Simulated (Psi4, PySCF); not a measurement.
CHN, charge +1, doublet, geometry from GFN2-xTB (a state made from the parent by changing its charge; the spin is typed, not shown lowest), atoms displaced at random by about 0.08 Å a coordinate. Base run: TPSS/cc-pVDZ, gradient in PySCF.

The PySCF input:
```python
from pyscf import gto, scf, dft

mol = gto.Mole()
mol.atom = '''
    C     0.01842895    0.10210374   -0.62628548
    N     0.01453317    0.02072877    0.69553160
    H     0.01166791   -0.12249780   -1.53203013
'''
mol.basis = 'cc-pvdz'
mol.charge = 1
mol.spin = 1
mol.verbose = 4
mol.build()

mf = dft.UKS(mol)
mf.xc = 'tpss'
mf.kernel()
g = mf.nuc_grad_method()
grad = g.kernel()
```

Programs used: Psi4, PySCF; a row that names a program was run with it.

The coordinate followed is y of atom 3.

The base run was repeated with changes; each row names its change, and settings that it needs were set with it.

| change | dE/dx (Eh/bohr) | net force (Eh/bohr) |
|---|---|---|
| base | 0.038832 | 0.000002 |
| grids.level = 0; grid_response = on | 0.039454 | 0.000000 |
| conv_tol = 1e-11 | 0.038832 | 0.000002 |
| finite difference step (bohr) = 0.01; conv_tol = 1e-11 | 0.038828 | - |
| finite difference step (bohr) = 1e-5; conv_tol = 1e-11 | 0.038833 | - |
| conv_tol = 1e-6 | 0.038828 | 0.000002 |
| grids.level = 1; grid_response = on | 0.038824 | 0.000000 |
| density fitting = on | 0.038832 | 0.000002 |
| code = psi4 | 0.038823 | 0.000004 |
| grids.level = 0; grid_response = off | 0.039380 | 0.012354 |
| grid_response = on | 0.038834 | 0.000000 |
| grids.level = 5; grid_response = on | 0.038830 | 0.000000 |

The net force is zero for an exact gradient.

Open shells are given as the SCF converged; they aren't shown to be the lowest states, and a large step between rows can be another state.
